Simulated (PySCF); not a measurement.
A PySCF script (with the pyscf-properties extension) for the NMR shieldings of `C#[N+][BH2-]/C=C(\C)F`, C₄H₇BFN, on a GFN2-xTB geometry:

```python
import basis_set_exchange as bse
import numpy as np
from pyscf import gto, dft
from pyscf.prop import nmr

atoms = """
C     1.798564   -1.555294   -0.770274
N     1.607529   -0.487113   -0.395961
B     1.301885    0.867045    0.038651
C    -0.189279    1.170775   -0.499513
C    -1.282701    0.527244   -0.136443
C    -1.442621   -0.604228    0.822463
F    -2.491034    0.892468   -0.683241
H     1.978109   -2.534130   -1.113432
H     1.387159    0.858169    1.226558
H     2.121762    1.560004   -0.472809
H    -0.314646    1.967962   -1.219776
H    -0.567967   -0.681822    1.459594
H    -1.580339   -1.544516    0.286501
H    -2.327102   -0.437037    1.435515
"""
names = dict.fromkeys(["C", "N", "B", "F", "H"], "pcSseg-1")
basis = {el: gto.basis.parse(bse.get_basis(n, elements=[el], fmt="nwchem")) for el, n in names.items()}
mol = gto.M(atom=atoms, basis=basis, charge=0, verbose=0)
mf = dft.RKS(mol, xc="PBE0")
mf.grids.level = 2
mf.grids.alignment = dft.numint.BLKSIZE   # the property module wants whole blocks of grid points
mf.conv_tol = 1e-9
mf.kernel()

calc = nmr.RKS(mf)   # GIAO
C = mf.mo_coeff
Co = C[:, mf.mo_occ > 0]
resp = mf.gen_response(singlet=True, hermi=2)
def vind(x):   # induced exchange potential for any number of trial vectors
    d = np.einsum("pi,xij,qj->xpq", C, 2 * x.reshape(-1, C.shape[1], Co.shape[1]), Co, optimize=True)
    return np.einsum("xpq,pi,qj->xij", resp(d - d.transpose(0, 2, 1)), C, Co, optimize=True).ravel()
mo1, _ = nmr.rhf.solve_mo1(calc, with_cphf=vind)
sigma = calc.kernel(mo1)
for i, s in enumerate(sigma):   # ppm
    w = np.linalg.eigvalsh((s + s.T) / 2)
    print("%2d %-2s iso %8.1f  s11 %8.1f  s22 %8.1f  s33 %8.1f" % (i, mol.atom_pure_symbol(i), w.mean(), *w))
```

Q: What are the results?

A: 
```
 0 C  iso     78.6  s11      4.7  s22      8.6  s33    222.4
 1 N  iso     25.0  s11   -151.1  s22   -140.0  s33    366.1
 2 B  iso    138.8  s11    127.9  s22    135.2  s33    153.4
 3 C  iso     74.5  s11    -18.5  s22     80.6  s33    161.5
 4 C  iso     16.1  s11    -89.0  s22     59.6  s33     77.7
 5 C  iso    168.4  s11    156.2  s22    160.8  s33    188.2
 6 F  iso    242.7  s11    139.8  s22    282.7  s33    305.6
 7 H  iso     27.7  s11     23.3  s22     23.9  s33     35.8
 8 H  iso     29.2  s11     26.8  s22     28.6  s33     32.2
 9 H  iso     29.3  s11     26.0  s22     29.1  s33     33.0
10 H  iso     26.1  s11     23.7  s22     25.8  s33     28.8
11 H  iso     29.6  s11     25.4  s22     29.9  s33     33.6
12 H  iso     29.8  s11     26.7  s22     27.7  s33     35.1
13 H  iso     29.7  s11     25.7  s22     27.7  s33     35.7
```

These numbers come from an equivalent density-fitted implementation of the same equations, which agrees with the script to about 0.01 ppm for H and up to a few tenths of a ppm for heavy atoms, so last digits may differ.

Size and cost of the density-fitted run: 154 basis functions, 33 s wall time on 1 thread of an Arm Neoverse N1, shared host; peak memory 0.72 GiB.
